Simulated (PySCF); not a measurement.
Compound: C₄H₁₂Ge₂.
Z-matrix (Å and degrees, PBE0-D3(BJ)/def2-SVP geometry), rows numbered from 1:
```
C 
C   1  1.3362
C   2  1.4895  1  126.03
Ge  3  1.9741  2  111.05  1  -102.59
C   4  1.9582  3  110.18  2   -49.95
Ge  5  1.9541  4  114.76  3   -58.64
H   1  1.0951  2  121.52  3    -2.02
H   1  1.0927  2  121.36  3   178.19
H   2  1.0980  1  118.19  3  -178.03
H   3  1.1022  2  111.20  1   137.76
H   3  1.1012  2  111.55  1    17.40
H   4  1.5437  3  108.58  2    70.19
H   4  1.5459  3  109.77  2  -170.54
H   5  1.1016  4  108.62  3    63.62
H   5  1.1017  4  108.49  3   179.84
H   6  1.5427  5  110.04  4    61.86
H   6  1.5413  5  110.12  4   -57.53
H   6  1.5414  5  110.85  4  -178.08
```

The calculation used TDDFT wB97X-D/def2-SVPD, vertical, gas phase, core orbitals frozen in the response in PySCF 2.14.0, density-fitted response routines. Relativistic effects, spin–orbit coupling among them, are left out although an element past zinc is present.

Kohn–Sham orbitals with the atoms that hold most of them (Löwdin shares over 4%, at most four atoms; ? is withheld):

```csv
orbital,ε (eV),atoms
LUMO+2,2.16,"Ge4 21%, Ge6 14%, H12 9%, C5 8%"
LUMO+1,1.85,"Ge6 31%, C2 10%, C1 9%, H18 9%"
LUMO,1.67,?
HOMO,-8.87,"C1 33%, C2 26%, C3 15%, Ge4 9%"
HOMO-1,-10.20,?
HOMO-2,-10.70,"C5 21%, Ge4 20%, H13 14%, Ge6 12%"
HOMO-3,-11.21,"Ge6 31%, H16 21%, H17 15%, C5 9%"
```

Task: Which atoms hold the LUMO, and with what shares?

Result: Ge6 (bonded to C and 3 H) 16%; C1 (bonded to C and 2 H) 15%; Ge4 (bonded to 2 C and 2 H) 15%; C2 (bonded to 2 C and H) 13%. By element: germanium 32%, carbon 28% or more.

Task: Which atoms hold the HOMO-1, and with what shares?

Result: C5 (bonded to 2 Ge and 2 H) 32%; Ge4 (bonded to 2 C and 2 H) 19%; Ge6 (bonded to C and 3 H) 16%; H12 (bonded to Ge) 12%. By element: germanium 36%, carbon 32% or more, hydrogen 12% or more.

Task: The HOMO–LUMO gap is 10.54 eV. Where does the response calculation put the lowest singlet, and from which orbitals?

Result: S1 is at 6.73 eV (f = 0.488), 3.81 eV below the gap, made of HOMO→LUMO (67%), HOMO→LUMO+1 (21%). 

Next come S2 at 6.95 eV (f 0.015), HOMO→LUMO+1 (36%), HOMO→LUMO+3 (22%), HOMO→LUMO (12%); S3 at 7.34 eV (f 0.014), HOMO→LUMO+2 (84%); S4 at 7.78 eV (f 0.013), HOMO→LUMO+5 (30%), HOMO→LUMO+6 (14%), HOMO→LUMO+1 (12%); S5 at 7.84 eV (f 0.023), HOMO→LUMO+3 (41%), HOMO→LUMO+7 (13%), HOMO→LUMO+4 (10%).

One conformer stands for the species.
